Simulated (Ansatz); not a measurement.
CH7NO2Si (`N[SiH2]C(O)O`), charge 0, multiplicity 1.

(1) Give a relaxed structure at PBE0-D4/def2-TZVP (the Gaussian-basis code of Ansatz). (Best estimate.)

Results:

(1) Ansatz gave: 
Cartesian coordinates in Å:
```
N 0.990 -1.389 -0.054
Si 0.437 -0.126 0.991
C -0.614 0.958 -0.169
O 0.083 1.151 -1.371
O -1.822 0.251 -0.368
H 1.917 -1.761 0.071
H 0.346 -2.122 -0.311
H -0.358 -0.572 2.167
H 1.643 0.613 1.446
H -0.816 1.965 0.217
H 0.521 0.312 -1.578
H -2.327 0.719 -1.042
```
This is one stationary point; other conformers may exist.
